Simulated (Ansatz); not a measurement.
Ansatz (a first-principles code) input (B3LYP-D3(BJ)/def2-TZVP):

Ansatz 0.2 input:
```yaml
crystal:
  periodic: [false, false, false]
  atoms:
    - {symbol: Fe, position_ang: [-0.00000000, -0.00000000, -0.06270422]}
    - {symbol: H, position_ang: [0.00000000, 0.00000000, 1.63030968]}
basis:
  gaussian:
    orbitals: def2-TZVP
hamiltonian:
  xc: b3lyp
  dispersion: d3bj
magnetization: {spin_polarized: true, initial_magnetization: 5}
phonons: {temperatures: {t_min: 298.15, t_max: 298.15, t_step: 100}}
```

Output:

```
Functional definition: B3LYP
integrals: 0.01 GiB planned
515 factors; integrals over basis functions are off by at most 4.0e-4 eV
mean field: 0.16 GiB planned
mean field evaluation 1: about -34400.4176 eV, gradient 2.4e1 eV
mean field evaluation 2: about -34397.3183 eV, gradient 4.8e1 eV
mean field evaluation 4: about -34402.0277 eV, gradient 1.9e0 eV
mean field evaluation 8: about -34402.0772 eV, gradient 6.4e-2 eV
mean field evaluation 16: about -34402.0772 eV, gradient 2.4e-5 eV
mean field evaluation 32: about -34402.3543 eV, gradient 1.1e-2 eV
mean field -34402.35430943 eV, -1264.2632021183 hartree, gradient 4.8e-6 eV, S^2 8.753385; 4 other end points of the search recorded, 0 dependent functions left out
the calculation of the forces begins
reference -34402.35448572 eV, -1264.2632085966 hartree; 16, 11 occupied and 35, 40 virtual orbitals, 515 factors
these checks for a lower state are left out or cut short: stability, starts, cluster_reference, orbital_swaps, neighbouring_geometries, increment
integrals: 0.01 GiB planned
515 factors; integrals over basis functions are off by at most 4.0e-4 eV
mean field: 0.16 GiB planned
mean field -34402.35430933 eV, -1264.2632021146 hartree, gradient 8.9e-7 eV, S^2 8.753385; 0 other end points of the search recorded, 0 dependent functions left out
the calculation of the forces begins
reference -34402.35448561 eV, -1264.2632085929 hartree; 16, 11 occupied and 35, 40 virtual orbitals, 515 factors
these checks for a lower state are left out or cut short: stability, starts, cluster_reference, orbital_swaps, neighbouring_geometries, increment
integrals: 0.01 GiB planned
515 factors; integrals over basis functions are off by at most 4.0e-4 eV
mean field: 0.16 GiB planned
mean field evaluation 64: about -34402.3543 eV, gradient 4.5e-5 eV
mean field -34402.35430933 eV, -1264.2632021146 hartree, gradient 8.9e-7 eV, S^2 8.753385; 0 other end points of the search recorded, 0 dependent functions left out
the calculation of the forces begins
reference -34402.35448561 eV, -1264.2632085929 hartree; 16, 11 occupied and 35, 40 virtual orbitals, 515 factors
these checks for a lower state are left out or cut short: stability, starts, cluster_reference, orbital_swaps, neighbouring_geometries, increment
integrals: 0.01 GiB planned
515 factors; integrals over basis functions are off by at most 4.0e-4 eV
mean field: 0.16 GiB planned
mean field -34402.35430933 eV, -1264.2632021146 hartree, gradient 8.9e-7 eV, S^2 8.753385; 0 other end points of the search recorded, 0 dependent functions left out
the calculation of the forces begins
reference -34402.35448561 eV, -1264.2632085929 hartree; 16, 11 occupied and 35, 40 virtual orbitals, 515 factors
these checks for a lower state are left out or cut short: stability, starts, cluster_reference, orbital_swaps, neighbouring_geometries, increment
integrals: 0.01 GiB planned
515 factors; integrals over basis functions are off by at most 4.0e-4 eV
mean field: 0.16 GiB planned
mean field -34402.35430933 eV, -1264.2632021146 hartree, gradient 8.9e-7 eV, S^2 8.753385; 0 other end points of the search recorded, 0 dependent functions left out
the calculation of the forces begins
reference -34402.35448561 eV, -1264.2632085929 hartree; 16, 11 occupied and 35, 40 virtual orbitals, 515 factors
these checks for a lower state are left out or cut short: stability, starts, cluster_reference, orbital_swaps, neighbouring_geometries, increment
integrals: 0.01 GiB planned
515 factors; integrals over basis functions are off by at most 3.9e-4 eV
mean field: 0.16 GiB planned
mean field -34402.35442087 eV, -1264.2632062137 hartree, gradient 9.3e-7 eV, S^2 8.753383; 0 other end points of the search recorded, 0 dependent functions left out
the calculation of the forces begins
reference -34402.35459721 eV, -1264.2632126939 hartree; 16, 11 occupied and 35, 40 virtual orbitals, 515 factors
these checks for a lower state are left out or cut short: stability, starts, cluster_reference, orbital_swaps, neighbouring_geometries, increment
integrals: 0.01 GiB planned
515 factors; integrals over basis functions are off by at most 4.0e-4 eV
mean field: 0.16 GiB planned
mean field evaluation 96: about -34402.3541 eV, gradient 1.3e-6 eV
mean field -34402.35414334 eV, -1264.2631960147 hartree, gradient 1.3e-6 eV, S^2 8.753387; 0 other end points of the search recorded, 0 dependent functions left out
the calculation of the forces begins
reference -34402.35431957 eV, -1264.2632024910 hartree; 16, 11 occupied and 35, 40 virtual orbitals, 515 factors
these checks for a lower state are left out or cut short: stability, starts, cluster_reference, orbital_swaps, neighbouring_geometries, increment
integrals: 0.01 GiB planned
515 factors; integrals over basis functions are off by at most 4.0e-4 eV
mean field: 0.16 GiB planned
mean field -34402.35430933 eV, -1264.2632021146 hartree, gradient 8.9e-7 eV, S^2 8.753385; 0 other end points of the search recorded, 0 dependent functions left out
the calculation of the forces begins
reference -34402.35448561 eV, -1264.2632085929 hartree; 16, 11 occupied and 35, 40 virtual orbitals, 515 factors
these checks for a lower state are left out or cut short: stability, starts, cluster_reference, orbital_swaps, neighbouring_geometries, increment
integrals: 0.01 GiB planned
515 factors; integrals over basis functions are off by at most 4.0e-4 eV
mean field: 0.16 GiB planned
mean field -34402.35430933 eV, -1264.2632021146 hartree, gradient 8.9e-7 eV, S^2 8.753385; 0 other end points of the search recorded, 0 dependent functions left out
the calculation of the forces begins
reference -34402.35448561 eV, -1264.2632085929 hartree; 16, 11 occupied and 35, 40 virtual orbitals, 515 factors
these checks for a lower state are left out or cut short: stability, starts, cluster_reference, orbital_swaps, neighbouring_geometries, increment
integrals: 0.01 GiB planned
515 factors; integrals over basis functions are off by at most 4.0e-4 eV
mean field: 0.16 GiB planned
mean field -34402.35430933 eV, -1264.2632021146 hartree, gradient 8.9e-7 eV, S^2 8.753385; 0 other end points of the search recorded, 0 dependent functions left out
the calculation of the forces begins
reference -34402.35448561 eV, -1264.2632085929 hartree; 16, 11 occupied and 35, 40 virtual orbitals, 515 factors
these checks for a lower state are left out or cut short: stability, starts, cluster_reference, orbital_swaps, neighbouring_geometries, increment
integrals: 0.01 GiB planned
515 factors; integrals over basis functions are off by at most 4.0e-4 eV
mean field: 0.16 GiB planned
mean field -34402.35430933 eV, -1264.2632021146 hartree, gradient 8.9e-7 eV, S^2 8.753385; 0 other end points of the search recorded, 0 dependent functions left out
the calculation of the forces begins
reference -34402.35448561 eV, -1264.2632085929 hartree; 16, 11 occupied and 35, 40 virtual orbitals, 515 factors
these checks for a lower state are left out or cut short: stability, starts, cluster_reference, orbital_swaps, neighbouring_geometries, increment
integrals: 0.01 GiB planned
515 factors; integrals over basis functions are off by at most 4.0e-4 eV
mean field: 0.16 GiB planned
mean field evaluation 128: about -34402.3541 eV, gradient 4.2e-5 eV
mean field -34402.35414334 eV, -1264.2631960147 hartree, gradient 1.3e-6 eV, S^2 8.753387; 0 other end points of the search recorded, 0 dependent functions left out
the calculation of the forces begins
reference -34402.35431957 eV, -1264.2632024910 hartree; 16, 11 occupied and 35, 40 virtual orbitals, 515 factors
these checks for a lower state are left out or cut short: stability, starts, cluster_reference, orbital_swaps, neighbouring_geometries, increment
integrals: 0.01 GiB planned
515 factors; integrals over basis functions are off by at most 3.9e-4 eV
mean field: 0.16 GiB planned
mean field -34402.35442087 eV, -1264.2632062137 hartree, gradient 9.3e-7 eV, S^2 8.753383; 0 other end points of the search recorded, 0 dependent functions left out
the calculation of the forces begins
reference -34402.35459721 eV, -1264.2632126939 hartree; 16, 11 occupied and 35, 40 virtual orbitals, 515 factors
Total energy: -34402.37840428 eV, -1264.2640875876 hartree
Atom 0 at    -0.000000    -0.000000    -0.062704 Å, force     0.000000     0.000000     0.000049 eV/Å
Atom 1 at     0.000000     0.000000     1.630310 Å, force    -0.000000     0.000000    -0.000049 eV/Å
Dipole moment:    -0.000000    -0.000000    -0.209306 e Å
Vibrations: 1549.84 cm⁻¹, zero-point energy 0.096078 eV
```

The spin state was set by rule; other spins were not relaxed.
